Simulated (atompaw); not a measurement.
Plane-wave convergence, PAW (atompaw) potential for boron

B, PAW, made with atompaw 4.2.0.5 (LDA (PW92), non-relativistic). Core [He], reference 2s2 2p0 (charge +1). Waves: 2s (bound): rc 2.20 bohr; 2s channel at -0.15 Ry: rc 2.20 bohr; 2p (bound, empty): rc 2.20 bohr; 2p channel at 0.55 Ry: rc 2.20 bohr. Local part: bessel scheme, radius 1.60 bohr. Core correction: smooth core density matched at 2.10 bohr. Augmentation charge: sinc compensation charge, radius 1.75 bohr; PAW radius 2.20 bohr; waves and projectors: custom polynom2 7 10 vanderbiltortho.

The pseudo-atom Hamiltonian at the reference potential is diagonalised in spherical Bessel functions j_l(qr) that vanish at 20 bohr, with q² up to the cutoff. All-electron valence levels (Ry): 2s -1.4263, 2p -0.9891.

Q: How do the lowest levels (Ry) of each channel move with the cutoff, and are there ghosts?

A:

| cutoff (Ry) | s #1 | p #1 | p #2 | d #1 | d #2 | f #1 | Σ f·Δε (mRy) |
| --- | --- | --- | --- | --- | --- | --- | --- |
| 8 | -1.4258 | -0.9786 | -0.2232 | -0.1545 | -0.0538 | -0.0442 | 1.0 |
| 10 | -1.4259 | -0.9872 | -0.2246 | -0.1546 | -0.0539 | -0.0442 | 0.8 |
| 12 | -1.4261 | -0.9886 | -0.2248 | -0.1547 | -0.0539 | -0.0442 | 0.4 |
| 15 | -1.4262 | -0.9887 | -0.2248 | -0.1547 | -0.0539 | -0.0442 | 0.2 |
| 400 | -1.4263 | -0.9891 | -0.2249 | -0.1547 | -0.0539 | -0.0442 | 0.0 |

Result: no extra level below or beside the all-electron valence levels (s, p, d, f tested); 10 mRy is reached at 6 Ry and 1 mRy at 10 Ry.

The cutoffs count occupied waves only; the empty 2p level needs 10 Ry at the loose tolerance.
